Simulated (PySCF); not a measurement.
# H2CoO, sextet: data card

Method: PySCF, UPBE0, basis Co def2-TZVP, O def2-TZVP, H def2-TZVP (no relativity, density fitting).

The structure is a minimum.

Coordinates in bohr (charge 0 multiplicity 6):
```
Co   -0.0004   -0.6566    0.0000
O     0.1328    2.5914    0.0000
H    -1.0532   -1.3682   -2.7431
H    -1.0532   -1.3682    2.7431
```

* Point group: Cs
* Bond lengths: Co–H 1.600 Å (×2), Co–O 1.720 Å
* Bond angles: H–Co–H 130.3°, H–Co–O 104.4° (×2)
* Rotational constants: 3.509, 0.4328, 0.3953 cm⁻¹
* Entropy at 298.15 K and 1 bar (electronic part: spin only): 275.6 J/(mol K)
* Atomisation energy without zero-point energy: 643 kJ/mol
* Zero-point energy: 31.9 kJ/mol
* Lowest empty level (β): -4.31 eV
* Heat capacity Cp at 298.15 K: 54.6 J/(mol K)
* Principal quadrupole moments (Buckingham, traceless) about the centre of mass: -2.98, -2.27, 5.25 D Å
* Rotational symmetry number: 1
* Dipole moment: 2.46 D
* Spin squared ⟨S²⟩: 8.772
* Enthalpy at 298.15 K above 0 K: 12.39 kJ/mol
* Highest occupied level (α): -7.71 eV
* Principal polarisabilities: 23.3, 48.0, 51.8 bohr³

Harmonic modes (masses in u: Co 58.933, O 15.995, H 1.008):
```json
{"symmetry": "a''", "ω (cm⁻¹)": "399", "IR (km/mol)": "6.5", "type": "bend"}
{"symmetry": "a'", "ω (cm⁻¹)": "415", "IR (km/mol)": "68.5", "type": "bend"}
{"symmetry": "a'", "ω (cm⁻¹)": "557", "IR (km/mol)": "27.5", "type": "bend"}
{"symmetry": "a'", "ω (cm⁻¹)": "625", "IR (km/mol)": "33.7", "type": "bend"}
{"symmetry": "a''", "ω (cm⁻¹)": "1654", "IR (km/mol)": "0.3", "type": "stretch"}
{"symmetry": "a'", "ω (cm⁻¹)": "1690", "IR (km/mol)": "11.3", "type": "stretch"}
```

Charges (e):
```csv
atom,Mulliken,Löwdin,polar tensor,spin (Mulliken),Mayer order to Co1
Co1,0.53,0.32,0.40,3.00,–
O2,-0.33,-0.16,-0.17,1.37,1.33
"H3,4",-0.10,-0.08,-0.12,0.32,0.85
```

Mulliken populations on Co1: s 6.70, p 12.54, d 7.22, f 0.00.

Only a few start shapes were tried, so a lower isomer may exist. With open d or f shells other occupations or spin states may lie lower. At this level a quartet minimum of C2v symmetry lies 194 kJ/mol below this structure.

The final relaxation and frequency run took 58 s on 2 threads of a shared Arm Neoverse V2 host, with 88 basis functions and 15 gradients; the process peaked at 1 GiB.
